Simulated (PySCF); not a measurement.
Substituent chemical shifts

Parent skeleton `[CH3:1][CH2:2][NH:3][CH3:4]`; one hydrogen on atom 2 is replaced by X. Hydrogens on one atom are averaged.

- PBE0/pcSseg-1 with gauge-including orbitals
- structure optimised with GFN2-xTB
- run in PySCF 2.14
- one computed conformer, no solvent model, rapidly exchanging positions averaged, relativity neglected

References, each an isolated molecule treated in the same way: $^{13}$C, $^{1}$H vs TMS; $^{15}$N vs NH3.

Parent (X = H): C1 18.3, C2 51.6, N3 53.1, C4 40.3, H(C1) 1.18, H(C2) 2.59, H(C4) 2.63 ppm. Effects are Δδ = δ(X) − δ(H), positive for deshielding.

Known members:
| X | C1 | C2 | N3 | C4 | H(C1) | H(C2) | H(C4) |
| --- | --- | --- | --- | --- | --- | --- | --- |
| CH2SiH3 | +7.3 | +1.7 | +18.3 | -2.9 | -0.06 | +0.10 | -0.15 |

Four more derivatives gave (Δδ, ppm):
| compound | C1 | C2 | N3 | C4 | H(C1) | H(C2) | H(C4) |
| --- | --- | --- | --- | --- | --- | --- | --- |
| 1 | -0.9 | +10.9 | -5.2 | -1.1 | +0.11 | +0.28 | +0.11 |
| 2 | +2.3 | +5.2 | -3.2 | -3.9 | +0.26 | +0.73 | -0.04 |
| 3 | +0.0 | +8.8 | +2.4 | -3.1 | -0.19 | -0.24 | +0.05 |
| 4 | +7.8 | +13.9 | +8.6 | -2.0 | +0.01 | +0.45 | -0.07 |

Q: Their substituents are CF3, CF=CF2, CH2NH2, vinyl. Which is which?

A: 1: X = CF3 (CN[C@@H](C)C(F)(F)F); 2: X = CF=CF2 (CN[C@H](C)C(F)=C(F)F); 3: X = CH2NH2 (CN[C@@H](C)CN); 4: X = vinyl (C=C[C@@H](C)NC).

Experimental scales use liquid or dissolved standards, which lie at an offset from isolated NH3 (liquid NH3: subtract about 20 ppm).
